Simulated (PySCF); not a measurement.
C₈H₁₈N₂.
Geometry (PBE0-D3(BJ)/def2-SVP, Å), atoms numbered from 1 in this order:
```xyz
28
C8H18N2 angstrom
C      1.230    1.797   -1.604
N      0.398    1.631   -0.438
N      0.488    0.374    0.170
C     -0.787    0.007    0.759
C     -1.876   -0.230   -0.282
C     -3.222   -0.442    0.396
C     -1.518   -1.390   -1.201
C      1.595    0.235    1.062
C      2.925   -0.207    0.523
C      2.103   -1.141    1.358
H      0.961    1.035   -2.351
H      1.025    2.786   -2.043
H      2.320    1.726   -1.420
H      0.575    2.374    0.245
H     -0.630   -0.916    1.342
H     -1.128    0.782    1.481
H     -1.926    0.692   -0.887
H     -3.496    0.413    1.034
H     -3.208   -1.343    1.034
H     -4.025   -0.577   -0.345
H     -0.522   -1.243   -1.643
H     -2.249   -1.496   -2.018
H     -1.501   -2.343   -0.644
H      1.622    0.955    1.902
H      2.975   -0.418   -0.547
H      3.831    0.230    0.952
H      2.424   -1.363    2.379
H      1.607   -1.967    0.842
```

Level: PBE0/pcSseg-1 in PySCF, non-relativistic, on one gas-phase PBE0-D3(BJ)/def2-SVP geometry that isn't relaxed in the solvent. The solvent is an IEF-PCM continuum (Bondi radii, 1.10 Å for H, scaled by 1.2). Only the electrostatic response of the medium enters.

Gas phase at PBE0/pcSseg-1: HOMO -6.38 eV, LUMO 1.52 eV, dipole 1.37 D.

What does the continuum do to the energy, the frontier levels and the dipole at PBE0/pcSseg-1 in acetonitrile and dimethylsulfoxide?

| solvent | ε | E(solvent) − E(gas) (kJ/mol) | polarisation term (kJ/mol) | distortion of the solute (kJ/mol) | HOMO (eV) | LUMO (eV) | dipole (D) |
| --- | --- | --- | --- | --- | --- | --- | --- |
| acetonitrile | 35.69 | -14.47 | -16.35 | 1.88 | -6.36 | 1.62 | 1.84 |
| dimethylsulfoxide | 46.83 | -14.68 | -16.62 | 1.94 | -6.36 | 1.61 | 1.85 |

The first energy column is the sum of the next two and covers electrostatics alone. From acetonitrile to dimethylsulfoxide the lowering changes by a factor 1.01, Onsager's factor (ε − 1)/(2ε + 1) by 1.01 and ε itself by 1.3.

Which radius a makes the point-dipole formula ΔE = −[(ε − 1)/(2ε + 1)]·μ²/a³ give the value in dimethylsulfoxide, with the gas-phase dipole?

μ = 0.541 au and |ΔE| = 0.00559 Eh give a = 1.55 Å; the farthest nucleus lies 4.08 Å from the centroid of the nuclei, so such a sphere wouldn't even hold the nuclei. The formula assumes a rigid point dipole at the centre of a sphere.

Give the dipole vector in the frame of the coordinates (D, pointing from negative to positive charge), gas and dimethylsulfoxide.

Gas (1.01, 0.63, 0.69), solvent (1.22, 0.81, 1.13). Its length changes by +35 % and its direction by 8°.

Which IAO charges (PBE0/pcSseg-1) respond most in acetonitrile (means over atoms taken as equivalent)?

```tsv
atoms	environment	gas (e)	solvent (e)	change
N2	hydrazine nitrogen	-0.316	-0.332	-0.016
H14	N–H hydrogen	+0.215	+0.231	+0.016
H24	methine hydrogen	+0.103	+0.113	+0.010
H17	methine hydrogen	+0.138	+0.129	-0.009
N3	hydrazine nitrogen	-0.167	-0.175	-0.008
C9/C10	three-membered-ring carbon	-0.290	-0.297	-0.007
```

Which Mayer bond orders change most in acetonitrile?

| bond | length (Å) | gas | solvent | change |
| --- | --- | --- | --- | --- |
| N2–N3 | 1.400 | 0.997 | 0.987 | -0.010 |
| N3–C8 | 1.428 | 0.958 | 0.949 | -0.009 |
| N2–H14 | 1.025 | 0.925 | 0.921 | -0.004 |
| C5–H17 | 1.103 | 0.928 | 0.932 | +0.004 |
| C8–C9 | 1.502 | 0.966 | 0.969 | +0.003 |
| C1–N2 | 1.442 | 0.981 | 0.979 | -0.002 |
| N3–C4 | 1.451 | 0.933 | 0.931 | -0.002 |
| C9–C10 | 1.499 | 0.988 | 0.986 | -0.002 |
